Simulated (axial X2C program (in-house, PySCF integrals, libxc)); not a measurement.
Worked dissociation energy of CsBr⁺: PBE0, 2c

Calculated with an in-house relativistic program for diatomic molecules. Two-component (2c) means X2C with spin–orbit coupling and atomic mean-field two-electron Coulomb and Gaunt terms. Basis: Cs dyall-cv3z [15s15p9d4f1g], Br dyall-cv3z [8s9p6d4f1g] (cores contracted in-house); Gaussian nuclei, density fitting, unrestricted open shells. Masses: Cs 132.905 u, Br 78.918 u.

Molecular state: Ω = 3/2 (⟨Sz⟩ = 0.50, ⟨Lz⟩ = 1.00 at PBE0).

- E(Cs+) (2M_J = 0): -7782.472568 hartree
- E(Br) (2M_J = 3): -2605.111283 hartree
- E(CsBr⁺) at Re: -10387.589971 hartree
- ωe: 50.8 cm⁻¹
- ωexe: 0.571 cm⁻¹

Question: Work out De and D0.

Answer: De = -7782.472568 + (-2605.111283) − (-10387.589971) = 0.00612 hartree = 0.167 eV. The zero-point energy is ωe/2 − ωexe/4 = 25 cm⁻¹ = 0.003 eV, so D0 = 0.163 eV.

The state is one determinant whose occupation by symmetry is held fixed; it was picked as the lowest of a PBE0 search that is not exhaustive. Dissociation energies refer to the lowest single-determinant-based atoms at the same level and basis. Density functionals use the spin component along the axis (collinear). Other states lie close and PBE0, whose exact exchange favours high spin, may order them wrongly; the determinant shown need not be the ground state. The nearest other 2c determinant of the search, Ω = 1/2, lies 0.17 eV up at the distance of the search. The functionals have no current-density term, which raises determinants with orbital currents, atoms included. The atomic limit has a lower orbital projection than the molecule and lies lower at mean-field level, so De may be about a tenth of an eV too small.

The levels of this run spread widely (ωe from 50 to 69 cm⁻¹), so these constants depend on the method. The bond is weak, and without diffuse functions and with truncated virtuals even CCSD(T) can be tens of per cent off in De.

Each atomic determinant is the lowest at this level and need not be a pure J level. Totals compare only within one Hamiltonian and basis.
